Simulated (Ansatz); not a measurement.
Consider the atomization: `N[Si]1(F)CS1` → C• + F• + 4 H• + N• + S• + Si•.

Calculated with Ansatz (gas phase, PBE0-D4/def2-TZVP geometries, no zero-point term in ΔE). CBS: MP2 limit from def2 TZ/QZ plus the TZ coupled-cluster correction, frozen cores. This one scheme is used for every species, atoms too. DFT in def2-TZVPP. B3LYP here is the variant with VWN-RPA as its local correlation; programs differ in this. Open shells (•) are unrestricted, without spin–orbit coupling. Spin–orbit coupling would lower the free atoms: a little for C, F, S, Si. Each species was taken in one conformer, which may not be the lowest.

Problem. What is ΔE at CCSD(T)/CBS? (Best estimate.)

Solution. Ansatz gave: +35.40 eV.

Problem. What do these levels give: ωB97X-V, PBE, B3LYP, CCSD/def2-TZVPP, CCSD(T)/def2-TZVPP, CCSD/CBS(def2)? (Best estimate.)

Solution. The calculation gave: ωB97X-V 35.56, PBE 35.92, B3LYP 34.84, CCSD/def2-TZVPP 33.53, CCSD(T)/def2-TZVPP 34.18, CCSD/CBS(def2) 34.76 eV.

Largest T1 diagnostic among the species: 0.012.

In def2-TZVPP, CCSD(T) changes the Hartree–Fock value by +9.48 eV (the triples alone add +0.65 eV) and MP2 by +10.41 eV; breaking electron pairs costs correlation energy, which Hartree–Fock lacks. The D4 term adds +0.37 eV with B3LYP and +0.19 eV with PBE0; it sums over pairs of atoms, weighted by their polarisabilities, and B3LYP, whose exchange is more repulsive, gets the larger term. From PBE to PBE0 (25 % exact exchange), in def2-TZVPP and without D4, ΔE moves by −0.74 eV: exact exchange takes away binding that semilocal exchange gives to molecules.

For atomizations the MP2-based limit and the directly extrapolated one differ by several kJ/mol either way, and by 10 to 25 for some Ge, Se and Sn compounds, so smaller differences from it don't rank the levels.
